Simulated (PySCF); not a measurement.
This script is equivalent to a calculation on Os³⁺ (osmium, charge +3).

```python
from pyscf import gto, scf, dft, mp, cc
import basis_set_exchange as bse
mol = gto.M(atom="Os 0 0 0", charge=3, spin=5, symmetry="D2h",
            basis=gto.basis.parse(bse.get_basis("ANO-RCC-VTZP", elements=["Os"], fmt="nwchem")),
            nucmod="G")
mf = dft.UKS(mol, xc="PBE").sfx2c1e()
mf.irrep_nelec = {'Ag': (11, 9), 'B1g': (3, 2), 'B2g': (3, 2), 'B3g': (3, 2), 'Au': (1, 1), 'B1u': (6, 6), 'B2u': (6, 6), 'B3u': (6, 6)}
mf.kernel()
```

Question: What total energy does it give?

Answer: -17252.99 hartree (calculated).

Question: Which occupied shell lies highest, and where?

Answer: 5d α, at -36.414 eV.

Question: What is ⟨S²⟩, and what would a pure spin state give?

Answer: 8.751, against 8.75.

Spin-orbit coupling, which splits the p, d and f shells strongly at this Z, is absent.
